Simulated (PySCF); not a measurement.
A GIAO shielding run with PySCF (density fitting, non-relativistic, gas phase) on `C=C[C@@]1(S(=O)(=O)O)[SiH2][C@@H]1C`, C₅H₁₀O₃SSi:

```
$ OMP_NUM_THREADS=1 python probes_run.py task.json out

{"job": {"kind": "nmr", "xc": "PBE0", "basis": "pcSseg-1"}, "charge": 0, "multiplicity": 1}
C     -1.686578    -2.106553    -0.132425
C     -1.515214    -0.852624     0.268634
C     -0.256549    -0.138818     0.397175
S     -0.514372     1.600950     0.475924
O     -1.696924     1.908640     1.227247
O      0.703696     2.243560     0.874757
O     -0.833480     2.034951    -1.058233
Si     1.231738    -0.515546     1.556469
C      1.041159    -0.546612    -0.316380
C      1.689448     0.420276    -1.280017
H     -2.665806    -2.547974    -0.179626
H     -0.865199    -2.738882    -0.423645
H     -2.367798    -0.258525     0.572367
H     -1.718531     2.398301    -1.115022
H      1.927482     0.491830     2.318024
H      1.038170    -1.829771     2.160533
H      0.934374    -1.531513    -0.769268
H      1.065818     0.543000    -2.164946
H      2.661685     0.040704    -1.590532
H      1.821730     1.395285    -0.824070
```

Hardware: 1 thread of an Arm Neoverse N1, shared host. The job also computes population analyses, field gradients, ring-centre shieldings.

Task: How large is the calculation?

Result: 94 electrons, 234 basis functions and 1260 auxiliary functions.

Task: How long does it take, and how much memory does it need?

Result: 97 s of wall time, with 14 SCF cycles and 5 response iterations; peak memory 1.1 GiB. Times on a shared host scatter by some tens of per cent.
